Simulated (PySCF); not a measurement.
# Dipole response of Ar³⁺ (argon, charge +3)

[Ne] 3s2 3p3, high-spin 4S determinant. Computed with PySCF 2.14 in aug-cc-pVTZ-DK (6s5p3d2f, 50 functions), with scalar relativity by spin-free X2C-1e. Coupled (time-dependent) response in atomic units; α is the mean over directions.

| method | mean α (bohr³) | C₆ (like pair) | S(−4) |
| --- | --- | --- | --- |
| UHF | 3.648 | 9.941 | 4.744 |
| PBE | 3.546 | 9.663 | 4.025 |
| PBE0 | 3.556 | 9.684 | 4.114 |
| wB97X | 3.498 | 9.494 | 3.866 |
| MN15 | 3.613 | 9.411 | 5.186 |

S(−4) is the Cauchy moment in α(ω) = α(0) + S(−4) ω² + …

α(iu) at wB97X:

| u (hartree) | α(iu) (bohr³) |
| --- | --- |
| 0 | 3.498 |
| 0.0500 | 3.488 |
| 0.100 | 3.460 |
| 0.200 | 3.353 |
| 0.300 | 3.192 |
| 0.500 | 2.788 |
| 0.750 | 2.259 |
| 1.00 | 1.800 |
| 1.50 | 1.154 |
| 2.00 | 0.7782 |
| 3.00 | 0.4136 |
| 5.00 | 0.1751 |

A single London oscillator, α(iu) = α/(1 + u²/ω²), gives C₆ = (3/4) ω α². Matching the computed C₆ needs ω = 4 × 9.494 / (3 × 3.498²) = 1.03 hartree.

For an ion, C₆ is the dispersion term alone; charge-induced terms of lower order in 1/R come first.
